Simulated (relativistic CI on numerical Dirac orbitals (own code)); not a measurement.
# How well does a small relativistic CI reproduce Ar?

Calculated at this level of theory: Dirac-Coulomb-Breit CI, KLI orbitals optimised for each configuration, model QED, valence Slater integrals scaled by 0.85, P86 correlation estimate, and configurations built on the next ion tied to the tabulated ionisation energy (semi-empirical) (own radial code, finite nucleus).

Configurations in the expansion (outside the closed core [Ne]): 3s2.3p6, 3s2.3p5.4s, 3s2.3p5.4p, 3s2.3p5.3d, 3s2.3p5.5s, 3s2.3p5.4d, 3s2.3p5.4f, 3s2.3p4.3d2, 3s2.3p5.5p, 3s2.3p5.5d, 3s2.3p5.5f, 3s2.3p5.5g, 3s.3p6.3d, 3s2.3p4.4s2. Levels of other configurations are missing.

```tsv
Configuration	Term (tabulated)	J	Measured (cm⁻¹)	Computed	Error	Purity (%)
3s2.3p6	1S	0	0.0	0	0	99
3s2.3p5.4s	2[3/2]°	2	93143.8	93417	273	100
3s2.3p5.4s	2[3/2]°	1	93750.6	94022	271	78
3s2.3p5.4s	2[1/2]°	0	94553.7	94855	301	100
3s2.3p5.4s	2[1/2]°	1	95399.8	95661	261	78
3s2.3p5.4p	2[1/2]	1	104102.1	103649	-453	94
3s2.3p5.4p	2[5/2]	3	105462.8	104683	-780	100
3s2.3p5.4p	2[5/2]	2	105617.3	104830	-788	61
3s2.3p5.4p	2[3/2]	1	106087.3	105270	-818	45
3s2.3p5.4p	2[3/2]	2	106237.6	105359	-879	62
3s2.3p5.4p	2[1/2]	0	107054.3	106190	-864	87
3s2.3p5.4p	2[3/2]	1	107131.7	106338	-794	54
3s2.3p5.4p	2[3/2]	2	107289.7	106459	-830	36
3s2.3p5.4p	2[1/2]	1	107496.4	106640	-856	61
3s2.3p5.4p	2[1/2]	0	108722.6	108132	-590	83
3s2.3p5.3d	2[1/2]°	0	111667.8	112156	488	97
3s2.3p5.3d	2[1/2]°	1	111818.0	112282	464	92
3s2.3p5.3d	2[3/2]°	2	112138.9	112524	385	76
3s2.3p5.3d	2[7/2]°	4	112750.2	112704	-46	100
3s2.3p5.3d	2[7/2]°	3	113020.4	112931	-89	73
3s2.3p5.3d	2[5/2]°	2	113426.0	113248	-178	51
3s2.3p5.5s	2[3/2]°	2	113468.5	113221	-247	90
3s2.3p5.5s	2[3/2]°	1	113643.3	113449	-194	52
3s2.3p5.3d	2[5/2]°	3	113716.6	113418	-299	57
3s2.3p5.3d	2[3/2]°	1	114147.7	113851	-296	60
3s2.3p5.3d	2[5/2]°	2	114641.0	114438	-203	49
3s2.3p5.3d	2[3/2]°	2	114805.1	114551	-254	49
3s2.3p5.3d	2[5/2]°	3	114821.9	114590	-232	38
3s2.3p5.5s	2[1/2]°	0	114861.6	114627	-235	99
3s2.3p5.5s	2[1/2]°	1	114975.0	114797	-178	51
3s2.3p5.3d	2[3/2]°	1	115366.9	115098	-269	50
```

Measured levels from NIST Handbook of Basic Atomic Spectroscopic Data (Sansonetti and Martin, J. Phys. Chem. Ref. Data 34, 1559 (2005)); pairs were made by configuration, J and term (by order where the table uses no LS term), so strongly mixed levels may be paired wrongly.

Mean error by configuration (cm⁻¹): 3s2.3p5.4s 277; 3s2.3p5.4p -765; 3s2.3p5.3d -44; 3s2.3p5.5s -214. Over the excited levels the mean absolute error is 427 cm⁻¹ (30 of the 30 excited levels that our extract of the source holds in range could be paired), and the median relative error of those above 1,000 cm⁻¹ is 0.29 %.

Transition probabilities of persistent lines. The last column rescales the computed rate by the cube of measured over computed energy:

```tsv
λ measured (Å)	Lower	Upper	A tabulated (s⁻¹)	A computed	A rescaled
866.80 vacuum	3s2.3p6 1S_0	3s2.3p5.3d 2[3/2]°_1	3.14e+08	1.39e+08	1.40e+08
869.75 vacuum	3s2.3p6 1S_0	3s2.3p5.5s 2[1/2]°_1	3.50e+07	1.07e+08	1.07e+08
876.06 vacuum	3s2.3p6 1S_0	3s2.3p5.3d 2[3/2]°_1	2.69e+08	1.09e+08	1.10e+08
879.95 vacuum	3s2.3p6 1S_0	3s2.3p5.5s 2[3/2]°_1	7.70e+07	1.49e+08	1.50e+08
1048.22 vacuum	3s2.3p6 1S_0	3s2.3p5.4s 2[1/2]°_1	5.32e+08	5.33e+08	5.28e+08
1066.66 vacuum	3s2.3p6 1S_0	3s2.3p5.4s 2[3/2]°_1	1.32e+08	1.44e+08	1.43e+08
6965.43 air	3s2.3p5.4s 2[3/2]°_2	3s2.3p5.4p 2[1/2]_1	6.70e+06	4.38e+06	5.60e+06
7067.22 air	3s2.3p5.4s 2[3/2]°_2	3s2.3p5.4p 2[3/2]_2	3.95e+06	2.20e+06	2.80e+06
7503.87 air	3s2.3p5.4s 2[1/2]°_1	3s2.3p5.4p 2[1/2]_0	4.72e+07	4.55e+07	5.55e+07
7635.11 air	3s2.3p5.4s 2[3/2]°_2	3s2.3p5.4p 2[3/2]_2	2.74e+07	2.39e+07	3.15e+07
7948.18 air	3s2.3p5.4s 2[1/2]°_0	3s2.3p5.4p 2[3/2]_1	1.96e+07	2.04e+07	2.69e+07
8006.16 air	3s2.3p5.4s 2[3/2]°_1	3s2.3p5.4p 2[3/2]_2	4.90e+06	4.59e+06	6.13e+06
8014.79 air	3s2.3p5.4s 2[3/2]°_2	3s2.3p5.4p 2[5/2]_2	9.28e+06	8.61e+06	1.12e+07
8103.69 air	3s2.3p5.4s 2[3/2]°_1	3s2.3p5.4p 2[3/2]_1	2.50e+07	2.36e+07	3.11e+07
8115.31 air	3s2.3p5.4s 2[3/2]°_2	3s2.3p5.4p 2[5/2]_3	3.31e+07	3.23e+07	4.22e+07
9122.97 air	3s2.3p5.4s 2[3/2]°_2	3s2.3p5.4p 2[1/2]_1	1.89e+07	1.97e+07	2.41e+07
9657.79 air	3s2.3p5.4s 2[3/2]°_1	3s2.3p5.4p 2[1/2]_1	5.43e+06	5.20e+06	6.46e+06
```
